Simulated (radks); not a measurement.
Question: Spin polarisation of the 4p4 shell in the krypton ion Kr2+. Start: [Ar] 3d10 4s2 4p(up 2, down 2); electrons of 4p are moved from spin down to spin up, other shells keep equal spins. Method: non-relativistic Kohn-Sham, LDA (Slater exchange, Perdew-Wang correlation), spin-polarised, spherical densities, point nucleus; computed with a radial shooting solver on a logarithmic mesh with Libxc functionals. Estimate the energy gained and the exchange splitting at a moment of 2 Bohr magnetons.

Answer: At moment 2 the spin-polarisation energy is -0.856 eV and the 4p exchange splitting 1.725 eV, that is 0.863 eV per Bohr magneton; E = -I m^2/4 would give I = 0.856 eV.
